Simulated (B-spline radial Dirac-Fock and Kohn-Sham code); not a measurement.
**How the settings move the core levels of Li⁺**

ΔSCF core binding energies without Breit or QED terms, calculated with a radial B-spline solver. Keys: rel is the Hamiltonian (dirac, or spin-free x2c and nr, where L3 and M5 stand for the whole 2p and 3d shells), method is hf or an exchange,correlation pair (spin-unpolarised, also for the hole states), nuc the nuclear model, radius_factor scales its radius, rmax is the box in bohr, h the logarithmic mesh step, order the B-spline order, points the quadrature points per cell, c_factor scales the speed of light, and damp, ndamp, maxit and tol steer the iteration. The run stops when the commutator error falls below 10·tol·max(1, Z/10), or the numerical noise floor, and the energy has settled to about 1e-8 Ha; the virial ratio is −V/T.

Base input:

```json
{"items": [{"Z": 3, "q": 1, "cfg": [[1, 0, 2]], "A": 7, "rrms": 2.444, "do": "settings", "holes": ["K", "L3", "M5"],
  "settings": [{"rel": "dirac", "method": "hf", "nuc": "fermi", "radius_factor": 1.0, "rmax": 45.0, "h": 0.3, "order": 8, "points": 10, "c_factor": 1.0, "maxit": 60, "damp": 0.5, "ndamp": 3, "tol": 1e-08}]}]}
```

The ground state converged in 8 iterations, with total energy -7.23721 Ha, virial ratio 1.99978 and highest orbital energy -75.99 eV. ΔSCF binding energies: K (1s) 74.47 eV. Holes are computed only in closed shells, and unreliable hole states are left out.

Changes from the base run:

| changed setting | Δ total energy (Ha) | Δ K (eV) | iterations |
| --- | --- | --- | --- |
| radius_factor = 0.8 | 0.00000 | 0.00 | 8 |
| c_factor = 10.0 | +0.00078 | -0.01 | 7 |
| h = 0.4 | 0.00000 | 0.00 | 8 |
| rmax = 25.0; order = 6; c_factor = 10.0 | ? | ? | ? |
| rmax = 25.0 | 0.00000 | 0.00 | 8 |
| damp = 0.2 | 0.00000 | 0.00 | 7 |
| h = 0.4; order = 6; damp = 0.2 | 0.00000 | 0.00 | 8 |

Task: What does the change rmax = 25.0; order = 6; c_factor = 10.0 do?

Result: The total energy moves by +0.00078 Ha and the binding energies by K -0.01 eV; the run takes 7 iterations.
